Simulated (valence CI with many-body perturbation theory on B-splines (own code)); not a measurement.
# E1 line list for Ba²⁵⁺

Calculated by configuration interaction combined with many-body perturbation theory (CI+MBPT): three valence electrons over a frozen Dirac-Fock core [Ar] 3d10, a basis of 11 s, 11 p, 10 d, 8 f, 5 g, 2 h functions for each j, with the one-electron correlation potential Σ1 (screened to all orders), the two-electron term Σ2, the three-electron term Σ3, Breit, model QED; selected single and double excitations, second order for the rest, scaled by the run's own slope (own B-spline code, finite nucleus).

No measured levels were compared; by estimate levels hold to about 250 cm⁻¹ or 0.2 % of their energy and the worst to 1 %, as in measured heavy ions of charge 2 to 7; those with d or f electrons hold less well.

Lines 51 to 100 of 550 in falling wavelength, among levels below 3069.3 × 10³ cm⁻¹, chosen from the strongest by gf and those to the six lowest levels. Wavelengths and rates use the calculated energies, so an error of 2000 cm⁻¹ moves a line at 17.15 nm by 0.34 % and its rate by three times that or more. Electric multipoles are in the length gauge, E1 and E2 with the static RPA response of the core. Weak lines are less certain than strong ones. Lines between different terms over intervals too small for the method are left out, as are lines whose strength nearly cancels. Where a level lies close to another of its J and parity, the split of strength between their lines is uncertain. The highest levels of a list are the least certain.

Levels are named by their leading jj configuration (3d3/2^4 stands for four electrons in 3d with j = 3/2), which in mixed levels can hold well under half, so a name can repeat and another be missing. Letters in brackets count levels of one name in rising energy.

| λ vac (nm) | Upper | Lower | A (s⁻¹) | log gf | Branch % |
| --- | --- | --- | --- | --- | --- |
| 17.15 | (4p3/2^3) J=3/2 | (4s 4p3/2^2) J=3/2 | 3.39e+10 | -0.22 | 28.8 |
| 17.14 | (4p3/2 4d5/2^2) J=9/2 [b] | (4s 4d5/2^2) J=7/2 | 1.98e+10 | -0.06 | 6.0 |
| 17.07 | (4p3/2 4d3/2 4d5/2) J=11/2 | (4s 4p3/2 4f7/2) J=9/2 [a] | 7.78e+09 | -0.39 | 2.8 |
| 16.99 | (4s 4d5/2^2) J=7/2 | (4s^2 4f7/2) J=7/2 | 9.14e+09 | -0.50 | 3.7 |
| 16.93 | (4p3/2^2 4f7/2) J=11/2 | (4s 4p3/2 4f7/2) J=9/2 [b] | 1.19e+10 | -0.21 | 4.0 |
| 16.91 | (4p1/2 4p3/2^2) J=3/2 | (4s 4p1/2 4p3/2) J=3/2 [b] | 3.63e+09 | -1.21 | 3.2 |
| 16.88 | (4p3/2 4d5/2^2) J=11/2 | (4s 4d5/2^2) J=9/2 | 2.02e+10 | 0.01 | 22.2 |
| 16.79 | (4p3/2 4d3/2 4d5/2) J=5/2 [a] | (4s 4d3/2 4d5/2) J=3/2 [a] | 1.11e+10 | -0.55 | 5.8 |
| 16.75 | (4s 4p3/2 4f7/2) J=5/2 [a] | (4s^2 4f5/2) J=5/2 | 1.37e+10 | -0.46 | 3.7 |
| 16.75 | (4p1/2 4p3/2^2) J=5/2 | (4s 4p1/2 4p3/2) J=3/2 [b] | 9.31e+09 | -0.63 | 21.2 |
| 16.66 | (4s 4p1/2 4f7/2) J=9/2 | (4s 4p3/2 4d5/2) J=7/2 [b] | 1.09e+10 | -0.34 | 8.0 |
| 16.62 | (4p3/2 4d5/2^2) J=9/2 [a] | (4s 4d3/2 4d5/2) J=7/2 [b] | 1.14e+10 | -0.32 | 4.1 |
| 16.61 | (4p3/2^2 4d5/2) J=5/2 [b] | (4s 4p3/2 4d5/2) J=5/2 [b] | 2.95e+10 | -0.14 | 8.9 |
| 16.53 | (4p3/2^2 4d5/2) J=7/2 | (4s 4p3/2 4d5/2) J=5/2 [a] | 1.97e+10 | -0.19 | 26.2 |
| 16.51 | (4p3/2 4d3/2 4d5/2) J=11/2 | (4s 4p3/2 4f7/2) J=11/2 | 2.43e+10 | 0.08 | 8.7 |
| 16.42 | (4s 4p3/2 4d5/2) J=7/2 [a] | (4s^2 4d5/2) J=5/2 | 1.71e+10 | -0.26 | 14.4 |
| 16.40 | (4p1/2 4p3/2 4d5/2) J=7/2 [b] | (4s 4p1/2 4d5/2) J=5/2 [b] | 1.57e+10 | -0.30 | 14.4 |
| 16.39 | (4s 4p3/2 4d5/2) J=3/2 [a] | (4s^2 4d3/2) J=3/2 | 2.47e+10 | -0.40 | 8.7 |
| 16.37 | (4p3/2 4d3/2 4d5/2) J=9/2 | (4s 4d5/2^2) J=9/2 | 8.18e+09 | -0.48 | 2.4 |
| 16.32 | (4p3/2 4d3/2 4d5/2) J=7/2 [c] | (4s 4d3/2 4d5/2) J=5/2 [c] | 2.12e+10 | -0.17 | 4.7 |
| 16.31 | (4p1/2 4p3/2 4d5/2) J=7/2 [a] | (4s 4p1/2 4d5/2) J=5/2 [a] | 2.86e+10 | -0.04 | 49.5 |
| 16.20 | (4p1/2 4p3/2 4d5/2) J=5/2 [b] | (4s 4p1/2 4d5/2) J=3/2 | 2.18e+10 | -0.29 | 7.8 |
| 16.12 | (4p3/2^2 4f7/2) J=9/2 | (4s 4p3/2 4f7/2) J=7/2 | 2.03e+10 | -0.10 | 7.0 |
| 16.11 | (4p3/2^2 4f7/2) J=7/2 | (4s 4p3/2 4f5/2) J=5/2 [a] | 2.29e+10 | -0.15 | 7.0 |
| 16.09 | (4p1/2 4p3/2 4f7/2) J=11/2 | (4s 4p1/2 4f7/2) J=9/2 | 3.24e+10 | 0.18 | 48.8 |
| 16.01 | (4p3/2 4d3/2 4d5/2) J=9/2 | (4s 4d3/2 4d5/2) J=7/2 [a] | 1.75e+10 | -0.17 | 5.1 |
| 15.96 | (4p1/2 4p3/2 4d3/2) J=5/2 [a] | (4s 4p1/2 4d3/2) J=5/2 | 1.70e+10 | -0.41 | 36.2 |
| 15.96 | (4s 4p3/2 4d5/2) J=7/2 [b] | (4s^2 4d5/2) J=5/2 | 4.16e+10 | 0.10 | 16.9 |
| 15.95 | (4p1/2 4p3/2 4f7/2) J=9/2 [b] | (4s 4p1/2 4f7/2) J=7/2 [b] | 3.24e+10 | 0.09 | 16.1 |
| 15.87 | (4p3/2 4d3/2 4d5/2) J=7/2 [b] | (4s 4d3/2 4d5/2) J=5/2 [b] | 1.65e+10 | -0.30 | 3.6 |
| 15.86 | (4p1/2 4p3/2 4f7/2) J=9/2 [a] | (4s 4p1/2 4f7/2) J=9/2 | 1.59e+10 | -0.22 | 7.9 |
| 15.84 | (4s 4p3/2 4f7/2) J=9/2 [b] | (4s^2 4f7/2) J=7/2 | 2.60e+10 | -0.01 | 8.6 |
| 15.82 | (4p3/2 4d3/2 4d5/2) J=11/2 | (4s 4d3/2 4d5/2) J=9/2 | 3.29e+10 | 0.17 | 11.7 |
| 15.80 | (4p3/2^2 4d3/2) J=3/2 [b] | (4s 4p3/2 4d3/2) J=5/2 [b] | 2.25e+10 | -0.47 | 7.7 |
| 15.71 | (4p1/2 4p3/2 4d5/2) J=9/2 | (4s 4p1/2 4d5/2) J=7/2 | 1.92e+10 | -0.15 | 43.4 |
| 15.58 | (4p3/2^2 4d5/2) J=7/2 | (4s 4p3/2 4d3/2) J=7/2 | 1.23e+10 | -0.45 | 16.3 |
| 15.57 | (4p1/2 4p3/2 4f5/2) J=5/2 [a] | (4s 4p1/2 4f5/2) J=3/2 | 1.43e+10 | -0.51 | 5.9 |
| 15.53 | (4p1/2 4p3/2 4d3/2) J=7/2 | (4s 4p1/2 4d3/2) J=5/2 | 1.59e+10 | -0.34 | 38.0 |
| 15.44 | (4p3/2 4d5/2^2) J=7/2 [b] | (4s 4d3/2 4d5/2) J=9/2 | 2.12e+10 | -0.22 | 10.8 |
| 15.42 | (4p3/2^2 4f7/2) J=9/2 | (4s 4p3/2 4f7/2) J=9/2 [a] | 1.76e+10 | -0.20 | 6.1 |
| 15.41 | (4p1/2 4p3/2 4f7/2) J=7/2 [b] | (4s 4p1/2 4f5/2) J=5/2 [b] | 1.45e+10 | -0.38 | 5.6 |
| 15.41 | (4p1/2 4p3/2 4d5/2) J=5/2 [a] | (4s 4p1/2 4d5/2) J=7/2 | 1.62e+10 | -0.46 | 10.1 |
| 15.40 | (4p1/2 4p3/2 4f7/2) J=3/2 [a] | (4s 4p1/2 4f7/2) J=5/2 | 2.36e+10 | -0.47 | 6.7 |
| 15.39 | (4p1/2 4p3/2 4f7/2) J=9/2 [a] | (4s 4p1/2 4f7/2) J=7/2 [a] | 3.24e+10 | 0.06 | 16.1 |
| 15.37 | (4s 4p1/2 4d3/2) J=3/2 [a] | (4s 4p1/2 4p3/2) J=3/2 [b] | 6.52e+09 | -1.03 | 35.9 |
| 15.37 | (4p3/2 4d3/2^2) J=7/2 | (4s 4p1/2 4f7/2) J=5/2 | 3.70e+10 | 0.02 | 10.2 |
| 15.36 | (4p1/2 4p3/2 4f7/2) J=5/2 [b] | (4s 4p1/2 4f7/2) J=7/2 [c] | 2.34e+10 | -0.30 | 17.0 |
| 15.36 | (4s 4p3/2 4d3/2) J=5/2 [b] | (4s^2 4d3/2) J=3/2 | 5.54e+10 | 0.07 | 18.4 |
| 15.31 | (4p1/2 4p3/2^2) J=3/2 | (4s 4p1/2 4p3/2) J=5/2 | 1.83e+10 | -0.59 | 16.2 |
| 15.30 | (4s 4p1/2 4p3/2) J=3/2 [b] | (4s^2 4p1/2) J=1/2 | 4.62e+10 | -0.19 | 93.9 |
